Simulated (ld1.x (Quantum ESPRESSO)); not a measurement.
Logarithmic derivatives: Sr (Z = 38), RRKJ

```json
{
 "Element": "Sr (Z = 38)",
 "Generator": "ld1.x (Quantum ESPRESSO) 7.5",
 "Type": "norm-conserving RRKJ (Kleinman–Bylander form)",
 "Functional": "PBE",
 "Relativity": "scalar-relativistic",
 "Frozen core": "[Ar] 3d10",
 "Valence charge": "10",
 "Reference configuration": "4s2 4p6 4d0 5s1.5 5p0 (charge +0.5)",
 "Partial waves": "4p (bound): rc 2.55 bohr; 4d (bound, empty): rc 2.98 bohr; 4s (bound): rc 1.70 bohr",
 "Local potential": "the s channel",
 "Core correction": "none"
}
```

Occupied shells without a wave of their own: 5s. They enter only through the test configuration that unscreens the potential.

The phase is arctan(r·u′/u) with u = r·R(r), unwrapped; energies in Ry, scanned from -5 to 5 Ry. A pole is an energy at which the radial function vanishes at the test radius. The pseudo phase is shifted by a multiple of π to meet the all-electron one at the reference energy, and phase errors are pseudo minus all-electron; the curves can meet again beyond the range given. Levels narrower than the energy grid can be missing from the lists of poles.

For each channel, where are the poles, and over which energies does the pseudopotential scatter like the atom?

| channel | radius (bohr) | reference energy (Ry) | poles, all-electron | poles, pseudo | unbroken range about the reference energy with phases within 0.05 rad | phase error 1 Ry above the reference energy (rad) |
| --- | --- | --- | --- | --- | --- | --- |
| s | 3.26 | -3.23 | -3.20, 1.46 | -3.20, 1.24 | below -0.6 | -0.001 |
| p | 3.26 | -1.90 | -1.82, 2.36 | -1.82, 1.68, 4.75 | below -0.2 | -0.005 |
| d | 3.26 | -0.29 | 0.22, 4.09 | 0.23, 4.56 | below 1.3 | +0.013 |

Phases in the s channel:

```tsv
E (Ry)	all-electron	pseudo
-5.00	1.417	1.417
-4.48	1.405	1.405
-3.96	1.387	1.387
-3.44	1.337	1.337
-2.92	-1.752	-1.752
-2.40	-1.799	-1.800
-1.88	-1.850	-1.851
-1.36	-1.939	-1.943
-0.84	-2.154	-2.174
-0.32	-3.074	-3.225
0.20	-4.284	-4.352
0.72	-4.569	-4.605
1.24	-4.681	-4.712
1.76	-4.750	-4.787
2.28	-4.810	-4.868
2.80	-4.881	-5.007
3.32	-5.001	-5.508
3.84	-5.346	-7.216
4.36	-6.811	-7.622
4.88	-7.505	-7.739
```
